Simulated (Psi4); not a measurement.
Interaction energy of N2 ··· H3B (SMILES N#N and B). Monomers: optimised at B3LYP-D3(BJ) (def2-TZVP), held rigid. Orientation: a random orientation, not optimised. The monomers approach along the line of their centres of mass (distance R); nothing else relaxes.

Geometry at R = 4.20 Å (first 2 atoms: monomer A):
```
6

N      0.5455     0.0000     0.0000
N     -0.5455     0.0000     0.0000
B     -3.1776     1.7979     2.0763
H     -2.9920     2.9087     1.6941
H     -2.6136     0.8885     1.5572
H     -3.9270     1.5964     2.9775
```

Methods: PBE/def2-TZVP, counterpoise-corrected (Psi4); PBE-D3(BJ)/def2-TZVP, counterpoise-corrected (Psi4); CCSD(T)/aug-cc-pVDZ = Psi4 1.11 with DF-CCSD(T)/aug-cc-pVDZ, frozen core, counterpoise-corrected.

Interaction energies in kcal/mol; the last columns give the difference from CCSD(T):

```json
[
 {"R / Å": "3.63", "PBE/def2-TZVP": "3.14", "PBE-D3(BJ)/def2-TZVP": "2.62", "CCSD(T)/aug-cc-pVDZ": "3.69", "PBE/def2-TZVP − CCSD(T)/aug-cc-pVDZ": "-0.55", "PBE-D3(BJ)/def2-TZVP − CCSD(T)/aug-cc-pVDZ": "-1.07"},
 {"R / Å": "3.84", "PBE/def2-TZVP": "1.40", "PBE-D3(BJ)/def2-TZVP": "0.95", "CCSD(T)/aug-cc-pVDZ": "1.59", "PBE/def2-TZVP − CCSD(T)/aug-cc-pVDZ": "-0.19", "PBE-D3(BJ)/def2-TZVP − CCSD(T)/aug-cc-pVDZ": "-0.64"},
 {"R / Å": "4.00", "PBE/def2-TZVP": "0.69", "PBE-D3(BJ)/def2-TZVP": "0.30", "CCSD(T)/aug-cc-pVDZ": "0.76", "PBE/def2-TZVP − CCSD(T)/aug-cc-pVDZ": "-0.07", "PBE-D3(BJ)/def2-TZVP − CCSD(T)/aug-cc-pVDZ": "-0.46"},
 {"R / Å": "4.20", "PBE/def2-TZVP": "0.23", "PBE-D3(BJ)/def2-TZVP": "-0.10", "CCSD(T)/aug-cc-pVDZ": "0.23", "PBE/def2-TZVP − CCSD(T)/aug-cc-pVDZ": "0.00", "PBE-D3(BJ)/def2-TZVP − CCSD(T)/aug-cc-pVDZ": "-0.32"},
 {"R / Å": "4.36", "PBE/def2-TZVP": "0.04", "PBE-D3(BJ)/def2-TZVP": "-0.23", "CCSD(T)/aug-cc-pVDZ": "0.02", "PBE/def2-TZVP − CCSD(T)/aug-cc-pVDZ": "0.02", "PBE-D3(BJ)/def2-TZVP − CCSD(T)/aug-cc-pVDZ": "-0.26"},
 {"R / Å": "4.61", "PBE/def2-TZVP": "-0.07", "PBE-D3(BJ)/def2-TZVP": "-0.29", "CCSD(T)/aug-cc-pVDZ": "-0.10", "PBE/def2-TZVP − CCSD(T)/aug-cc-pVDZ": "0.03", "PBE-D3(BJ)/def2-TZVP − CCSD(T)/aug-cc-pVDZ": "-0.19"},
 {"R / Å": "4.87", "PBE/def2-TZVP": "-0.09", "PBE-D3(BJ)/def2-TZVP": "-0.25", "CCSD(T)/aug-cc-pVDZ": "-0.12", "PBE/def2-TZVP − CCSD(T)/aug-cc-pVDZ": "0.02", "PBE-D3(BJ)/def2-TZVP − CCSD(T)/aug-cc-pVDZ": "-0.14"},
 {"R / Å": "5.18", "PBE/def2-TZVP": "-0.07", "PBE-D3(BJ)/def2-TZVP": "-0.19", "CCSD(T)/aug-cc-pVDZ": "-0.10", "PBE/def2-TZVP − CCSD(T)/aug-cc-pVDZ": "0.02", "PBE-D3(BJ)/def2-TZVP − CCSD(T)/aug-cc-pVDZ": "-0.09"},
 {"R / Å": "5.67", "PBE/def2-TZVP": "-0.03", "PBE-D3(BJ)/def2-TZVP": "-0.10", "CCSD(T)/aug-cc-pVDZ": "-0.06", "PBE/def2-TZVP − CCSD(T)/aug-cc-pVDZ": "0.02", "PBE-D3(BJ)/def2-TZVP − CCSD(T)/aug-cc-pVDZ": "-0.04"},
 {"R / Å": "6.41", "PBE/def2-TZVP": "0.00", "PBE-D3(BJ)/def2-TZVP": "-0.03", "CCSD(T)/aug-cc-pVDZ": "-0.02", "PBE/def2-TZVP − CCSD(T)/aug-cc-pVDZ": "0.02", "PBE-D3(BJ)/def2-TZVP − CCSD(T)/aug-cc-pVDZ": "-0.01"},
 {"R / Å": "7.37", "PBE/def2-TZVP": "0.00", "PBE-D3(BJ)/def2-TZVP": "-0.01", "CCSD(T)/aug-cc-pVDZ": "-0.01", "PBE/def2-TZVP − CCSD(T)/aug-cc-pVDZ": "0.01", "PBE-D3(BJ)/def2-TZVP − CCSD(T)/aug-cc-pVDZ": "0.00"},
 {"R / Å": "8.70", "PBE/def2-TZVP": "0.00", "PBE-D3(BJ)/def2-TZVP": "0.00", "CCSD(T)/aug-cc-pVDZ": "0.00", "PBE/def2-TZVP − CCSD(T)/aug-cc-pVDZ": "0.00", "PBE-D3(BJ)/def2-TZVP − CCSD(T)/aug-cc-pVDZ": "0.00"}
]
```

PBE/def2-TZVP is furthest from CCSD(T)/aug-cc-pVDZ at 3.63 (-0.55 kcal/mol, below); its mean absolute difference over the points is 0.08 kcal/mol.

PBE-D3(BJ)/def2-TZVP is furthest from CCSD(T)/aug-cc-pVDZ at 3.63 (-1.07 kcal/mol, below); its mean absolute difference over the points is 0.27 kcal/mol.
